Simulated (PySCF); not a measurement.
Write Cartesian coordinates for `C=C(C)/C=N\[SiH2]C(=C)C` as optimised with PBE0-D3(BJ)/def2-SVP.

```
atom  x, y, z in Å
C1    -0.8960    1.2566   -0.9510
C2    -1.7145    0.5741   -0.1375
C3    -3.2094    0.6067   -0.2479
C4    -1.1664   -0.2221    0.9916
N5    -0.1114   -0.9215    1.0339
Si6    1.0732   -1.3478   -0.1757
C7     2.5585   -0.2011   -0.0341
C8     2.5725    0.7666    0.8931
C9     3.7056   -0.4337   -0.9755
H10   -1.2895    1.8646   -1.7702
H11    0.1878    1.2552   -0.8032
H12   -3.6163   -0.4036   -0.4195
H13   -3.6624    0.9750    0.6877
H14   -3.5409    1.2555   -1.0699
H15   -1.7984   -0.1810    1.9057
H16    1.5100   -2.7487    0.1077
H17    0.5668   -1.3207   -1.5906
H18    3.4291    1.4440    1.0024
H19    1.7369    0.9138    1.5846
H20    4.1233   -1.4469   -0.8485
H21    4.5187    0.2915   -0.8162
H22    3.3823   -0.3605   -2.0275
```

Any rigid rotation of these coordinates is as good. Atoms count from 1 in this order. Of the pairs four or more bonds apart, Si6···H11 is among the closest relative to their van der Waals radii: 2.82 Å, 85 % of the sum of Bondi's values. N5 (C=N nitrogen) is bent (angle 132.6°). Si6 (SiH2 silicon) is distorted tetrahedral (angles from 107.1° to 114.8°). The 5 C–C bonds span 1.340 Å (C7=C8, drawn double) to 1.502 Å (C7–C9, drawn single), a spread of 0.162 Å.

Bonds between heavy atoms (Å): C1=C2 1.341, C2–C3 1.499, C2–C4 1.486, C4=N5 1.266, N5–Si6 1.746, Si6–C7 1.882, C7=C8 1.340, C7–C9 1.502.

Theory: PySCF 2.14.0, PBE0-D3(BJ)/def2-SVP geometry optimisation, gas phase.

Point group: C1 (no symmetry element, even within 0.4 Å). No PBE0-D3(BJ)/def2-SVP frequencies stand behind this structure, so it isn't proved a minimum. The numbers are those of one conformer (C1–C2–C4–N5 -38°, C4–N5–Si6–C7 98°, N5–Si6–C7–C8 -1°).

Hardware: one thread of an Intel Xeon Platinum 8259CL at 2.50 GHz, no GPU, shared host. Cost: 4.9 min wall, 0.93 GiB resident at most. These figures are those of the optimisation.
